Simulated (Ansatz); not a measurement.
Start from `C1N[SiH2]O1` and change one atom or group to get `Cl[SiH]1NCO1`.

Ansatz, PBE0-D4/def2-TZVP geometries, multiplicity 1. 

| property | `C1N[SiH2]O1` |
| --- | --- |
| HOMO energy (PBE0/def2-TZVPP) / eV | -7.11 |
| HOMO–LUMO gap (B3LYP/def2-TZVPP) / eV | 6.38 |
| size of the dipole moment (ωB97M-V/def2-TZVPP) / D | 1.88 |
| LUMO energy (PBE0/def2-TZVPP) / eV | -0.28 |
| HOMO energy (B3LYP/def2-TZVPP) / eV | -6.90 |
| LUMO energy (B3LYP/def2-TZVPP) / eV | -0.52 |

What does the change do to each property? (Estimate.)

Ansatz gave: 
| property | `Cl[SiH]1NCO1` | shift |
| --- | --- | --- |
| HOMO energy (PBE0/def2-TZVPP) / eV | -7.59 | -0.48 |
| HOMO–LUMO gap (B3LYP/def2-TZVPP) / eV | 7.11 | 0.73 |
| size of the dipole moment (ωB97M-V/def2-TZVPP) / D | 1.99 | 0.11 |
| LUMO energy (PBE0/def2-TZVPP) / eV | -0.02 | 0.26 |
| HOMO energy (B3LYP/def2-TZVPP) / eV | -7.36 | -0.46 |
| LUMO energy (B3LYP/def2-TZVPP) / eV | -0.24 | 0.28 |

With PBE0 the HOMO falls by 0.48 eV and the LUMO rises by 0.26 eV, so the gap widens by about 0.74 eV. PBE moves the HOMO by -0.45 eV and ωB97M-V by -0.49 eV. Dipoles are sizes alone; their direction can turn.

B3LYP here is the variant with VWN-RPA as its local correlation; programs differ in this.
